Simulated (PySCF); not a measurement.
Name the molecule from its bond curve

A diatomic of charge 0 contains Te. Its doublet curve at BLYP in a double-zeta basis (scalar-relativistic core potentials, PySCF), in eV from the separated fragments:

R (Å), E (eV) and a bar:
```
    1.628     -1.535 ##############################
    1.704     -2.471 ##############
    1.779     -2.998 #####
    1.836     -3.198 #
    1.893     -3.275 
    1.950     -3.259 
    2.026     -3.134 ##
    2.120     -2.877 #######
    2.234     -2.511 #############
    2.385     -2.013 ######################
```

The fit gives ωe = 755 cm⁻¹ and the rotational constant Bₑ = 0.3658 cm⁻¹.

Task: Which atom is the partner?

Result: The minimum lies at 1.909 Å, so the reduced mass is 16.8576 u Å² cm⁻¹/(Bₑ·Re²) = 12.65 u. With Te at 129.91 u the partner weighs about 14.0 u: N. The molecule is TeN.

Spin–orbit coupling is left out. The state was picked by a PBE0 search and need not be the measured ground state.
